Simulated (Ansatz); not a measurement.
`BC(C)(F)Cl` and `BC(C)Cl` differ in one atom or group.

Ansatz, PBE0-D4/def2-TZVP geometries, multiplicity 1. 

```csv
property,`BC(C)(F)Cl`
HOMO energy (PBE/def2-TZVPP) / eV,-7.40
size of the dipole moment (B3LYP/def2-TZVPP) / D,2.16
size of the dipole moment (ωB97M-V/def2-TZVPP) / D,2.17
HOMO–LUMO gap (B3LYP/def2-TZVPP) / eV,7.48
HOMO–LUMO gap (PBE0/def2-TZVPP) / eV,7.98
HOMO–LUMO gap (ωB97M-V/def2-TZVPP) / eV,12.38
```

Problem. What does the change do to each property? (An estimate is asked.)

Solution. Ansatz gave: 
```
                                          property  `BC(C)Cl`  shift
                 HOMO energy (PBE/def2-TZVPP) / eV      -7.36   0.04
  size of the dipole moment (B3LYP/def2-TZVPP) / D       1.98  -0.18
size of the dipole moment (ωB97M-V/def2-TZVPP) / D       1.98  -0.19
             HOMO–LUMO gap (B3LYP/def2-TZVPP) / eV       7.86   0.38
              HOMO–LUMO gap (PBE0/def2-TZVPP) / eV       8.34   0.36
           HOMO–LUMO gap (ωB97M-V/def2-TZVPP) / eV      12.48   0.10
```

With PBE0 the HOMO rises by 0.14 eV and the LUMO rises by 0.50 eV, so the gap widens by about 0.36 eV. PBE moves the HOMO by 0.04 eV and ωB97M-V by 0.17 eV. Dipoles are sizes alone; their direction can turn.

B3LYP here is the variant with VWN-RPA as its local correlation; programs differ in this.
